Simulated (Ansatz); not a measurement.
Geometry optimisation, Ansatz, RKS PBE0-D4/6-31G.

Input:

```yaml
crystal:
  periodic: [false, false, false]
  atoms:
    - { symbol: "N", position_ang: [0.2634, 1.4537, 1.5288] }
    - { symbol: Al, position_ang: [0.8262, -0.2463, 1.0272] }
    - { symbol: F, position_ang: [2.4355, -0.7919, 1.5193] }
    - { symbol: "N", position_ang: [-0.2233, -1.3975, 0.0097] }
    - { symbol: Si, position_ang: [-0.7047, -0.5761, -1.5317] }
    - { symbol: H, position_ang: [0.30733, 1.5958, 2.5495] }
    - { symbol: H, position_ang: [-0.78841, 1.53973, 1.30523] }
    - { symbol: H, position_ang: [-1.1478, -1.4994, 0.5439] }
    - { symbol: H, position_ang: [-1.413, 0.703, -1.1803] }
    - { symbol: H, position_ang: [0.5238, -0.2809, -2.2478] }
    - { symbol: H, position_ang: [-1.5884, -1.4329, -2.3021] }
basis:
  gaussian: { orbitals: "6-31G" }
hamiltonian:
  xc: pbe0
  dispersion: d4
relax:
  f_tol: 0.015
  max_steps: 40
```

Launched with:

```bash
$ ansatz run input.yaml --threads 1 --pin off --max-ram 2048MiB --backend cpu --events-out ev --progress --plain --runs-dir out
```

Question: Where does it end, and by what steps?

Answer: It converged. Limits of this set-up: no polarisation functions. After 23 steps the energy has fallen by 1.521 eV; H8 moved furthest, 1.89 Å.

```
step  energy less start (eV)  largest force component (eV/Å)  accepted
   0                  0.0000                           2.542       yes
   1                 -0.5836                           1.705       yes
   2                 -0.8580                           2.425       yes
   3                 -1.2329                           0.685       yes
   4                 -1.3505                           0.499       yes
   5                 -1.3981                           0.313       yes
   6                 -1.4267                           0.570       yes
   7                 -1.4437                           0.794       yes
   8                 -1.4578                           0.577       yes
   9                 -1.4800                           0.100       yes
  10                 -1.4859                           0.144       yes
  11                 -1.4870                           0.459       yes
  12                 -1.4957                           0.134       yes
  13                 -1.5026                           0.184       yes
  14                 -1.5086                           0.191       yes
  15                 -1.5137                           0.107       yes
  16                 -1.5162                           0.080       yes
  17                 -1.5189                           0.049       yes
  18                 -1.5198                           0.048       yes
  19                 -1.5205                           0.039       yes
  20                 -1.5208                           0.024       yes
  21                 -1.5212                           0.018       yes
  22                 -1.5213                           0.016       yes
  23                 -1.5214                           0.014       yes
```

```xyz
11
Properties=species:S:1:pos:R:3
N 0.132 1.354 1.684
Al 0.571 -0.328 1.314
F 1.487 -1.207 2.460
N 0.109 -1.164 -0.200
Si -0.837 -0.483 -1.542
H 0.388 1.825 2.539
H -0.405 1.948 1.071
H 0.410 -2.126 -0.321
H -1.171 0.933 -1.158
H -0.070 -0.456 -2.840
H -2.124 -1.229 -1.785
```

Time of the run: 73 s on 1 thread of AMD EPYC 7R13 Processor (Zen 3), with other jobs on the host, peak memory 0.18 GiB.
